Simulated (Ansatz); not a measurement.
The cluster La6, 6 atoms. Hardware: 4 threads of Intel Xeon Platinum 8259CL on a shared host.

In the def2 sets La takes a core potential; there is no spin–orbit coupling. Correlated methods freeze no core orbitals; core or outer-core shells of La are correlated, in sets that lack core-valence functions.

(1) How many basis functions does each of these Ansatz runs have, and roughly what does it cost? r2SCAN-D4/def2-SVP, charge 0 triplet, relaxation, 17 steps; PBE0-D4/def2-TZVP, charge 0 singlet, energy, from earlier orbitals; r2SCAN-D4/def2-TZVP, charge 0 singlet, energy and forces, from earlier orbitals; r2SCAN-D4/def2-TZVPD, charge 0 singlet, energy, from earlier orbitals; PBE-D4/def2-TZVP, charge 0 singlet, energy, from earlier orbitals; PBE-QIDH/def2-TZVP, charge 0 triplet, energy, from earlier orbitals; RPA@PBE/def2-TZVP, charge 0 singlet, energy, from earlier orbitals; PBE-D4/def2-SVP, charge 0 singlet, energy with a search over starts; PBE0-D4/def2-TZVPD, charge 0 singlet, energy, from earlier orbitals; LDA (SPW92)/def2-TZVP, charge 0 triplet, energy, from earlier orbitals; r2SCAN-D4/def2-SVP, charge 0 singlet, relaxation, 18 steps; PBE-D4/def2-SVP, charge 0 singlet, energy, from earlier orbitals.

Answers

(1) Other jobs shared the machine, so times can vary by a factor of up to 3. A dash marks memory too small to be measured apart from the calling script's.

```csv
run,functions,fitting or Cholesky vectors,wall time,peak host memory (GiB)
"PBE-D4/def2-TZVP, charge 0 singlet, energy, from earlier orbitals",240,1908,10 s,–
"PBE-D4/def2-SVP, charge 0 singlet, energy, from earlier orbitals",192,1488,11 s,–
"PBE0-D4/def2-TZVP, charge 0 singlet, energy, from earlier orbitals",240,2124,16 s,1.1
"PBE0-D4/def2-TZVPD, charge 0 singlet, energy, from earlier orbitals",258,2328,17 s,1.1
"r2SCAN-D4/def2-TZVPD, charge 0 singlet, energy, from earlier orbitals",258,2016,23 s,0.74
"r2SCAN-D4/def2-TZVP, charge 0 singlet, energy and forces, from earlier orbitals",240,1908,24 s,0.68
"LDA (SPW92)/def2-TZVP, charge 0 triplet, energy, from earlier orbitals",240,1908,30 s,1.2
"PBE-D4/def2-SVP, charge 0 singlet, energy with a search over starts",192,1488,41 s,–
"RPA@PBE/def2-TZVP, charge 0 singlet, energy, from earlier orbitals",240,2124,80 s,1.3
"PBE-QIDH/def2-TZVP, charge 0 triplet, energy, from earlier orbitals",240,2124,3.5 min,1.6
"r2SCAN-D4/def2-SVP, charge 0 singlet, relaxation, 18 steps",192,1488,4.6 min,0.61
"r2SCAN-D4/def2-SVP, charge 0 triplet, relaxation, 17 steps",192,1488,10 min,0.73
```
